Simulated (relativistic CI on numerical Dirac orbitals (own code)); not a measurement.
## Hyperfine structure of Se³⁰⁺, mass number 77

Computed by Dirac-Coulomb-Breit CI, KLI orbitals optimised for each configuration, model QED (radiative potential, 1s self-energy scaled to tabulated hydrogen-like ionisation energies), unscaled Slater integrals (own radial code, finite nucleus).

Configurations in the expansion (outside the closed core 1s2): 2s², 2s2p, 2p², 2p3s, 2p3p, 2s3s, 2s3p, 2s3d, 2s4s, 2s4p, 2s4d, 2s4f, 3s², 3s3p, 3p². Levels of other configurations are missing.

Nuclear spin I = 1/2, μ = 0.53356 μN (tables of Stone and Pyykkö). The electronic factors are computed for point nuclear moments, without core polarisation or the Bohr-Weisskopf and QED corrections.

```
    Level   E (eV)  A (GHz)
2s2p ³P°1    67.76    770.4
2s2p ³P°2   107.91    397.9
2s2p ¹P°1   152.28   -119.2
  2p² ³P1   202.45   -10.61
  2p² ³P2   211.99      155
  2p² ¹D2   258.82    86.09
 2s3s ³S1  1979.59    872.4
2s3p ³P°1  2009.03    740.2
```

Levels with J = 0, under 50 % of one LS term, or S terms without an open s electron are left out. Small factors come from cancelling terms and can be off by tens of per cent or more.

At this charge energies of transitions that change n are usually good to better than 1 %, and those within a shell (Δn = 0) to a few per cent.

Give the hyperfine levels of 2s2p ³P°1 relative to its centre of gravity.

With K = F(F + 1) − I(I + 1) − J(J + 1), E = AK/2: F = 1/2: -770.4, F = 3/2: 385.2 GHz.

LS names give the leading component of a level, which can be under half, so a name can repeat, a term be missing and a line seem to break the LS rules.
